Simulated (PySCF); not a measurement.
UHF on K²⁺ (potassium, charge +2)

Configuration: [Ne] 3s2 3p5, 2P determinant. All numbers are calculated (PySCF 2.14, the non-relativistic Hamiltonian (point nucleus), in def2-SVP (5s3p2d, 24 functions)).

| Quantity | Value |
| --- | --- |
| Total energy | -597.768783 hartree |
| One-electron energy | -805.9527 hartree |
| Hartree (Coulomb) energy | 240.1276 hartree |
| Exchange energy | -31.9437 hartree |
| Kinetic energy | 595.28117 hartree |
| ⟨S²⟩ | 0.7521 |
| ⟨L²⟩ | 2.007 |
| Sum of ⟨r⟩ | 12.68 bohr |
| Sum of ⟨r²⟩ | 16.92 bohr² |
| Traceless quadrupole moment −½Σ⟨3z² − r²⟩ along its main axis | 0.969 e·bohr² |
| Density at the nucleus (Gaussians lack the cusp) | 4260 bohr⁻³ |
| Spin density at the nucleus | 0.0257 bohr⁻³ |
| Langevin diamagnetic susceptibility | -13.4 ×10⁻⁶ cm³/mol |
| Time after the integrals | 0.09 s of wall time on 1 thread of Neoverse-N1 (shared host) |

```json
{"shell": "1s α", "electrons": "1", "mean orbital energy (hartree)": "-134.64294", "spread (hartree)": "0", "rms radius, mean of both spins (bohr)": "0.0944"}
{"shell": "1s β", "electrons": "1", "mean orbital energy (hartree)": "-134.62707", "spread (hartree)": "0", "rms radius, mean of both spins (bohr)": "0.0944"}
{"shell": "2s α", "electrons": "1", "mean orbital energy (hartree)": "-15.52680", "spread (hartree)": "0", "rms radius, mean of both spins (bohr)": "0.420"}
{"shell": "2s β", "electrons": "1", "mean orbital energy (hartree)": "-15.51258", "spread (hartree)": "0", "rms radius, mean of both spins (bohr)": "0.420"}
{"shell": "2p α", "electrons": "3", "mean orbital energy (hartree)": "-12.57061", "spread (hartree)": "0.03564", "rms radius, mean of both spins (bohr)": "0.388"}
{"shell": "2p β", "electrons": "3", "mean orbital energy (hartree)": "-12.54442", "spread (hartree)": "0.02241", "rms radius, mean of both spins (bohr)": "0.388"}
{"shell": "3s α", "electrons": "1", "mean orbital energy (hartree)": "-2.62033", "spread (hartree)": "0", "rms radius, mean of both spins (bohr)": "1.36"}
{"shell": "3s β", "electrons": "1", "mean orbital energy (hartree)": "-2.47157", "spread (hartree)": "0", "rms radius, mean of both spins (bohr)": "1.36"}
{"shell": "3p α", "electrons": "3", "mean orbital energy (hartree)": "-1.79269", "spread (hartree)": "0.08349", "rms radius, mean of both spins (bohr)": "1.54"}
{"shell": "3p β", "electrons": "2", "mean orbital energy (hartree)": "-1.73021", "spread (hartree)": "0", "rms radius, mean of both spins (bohr)": "1.54"}
```
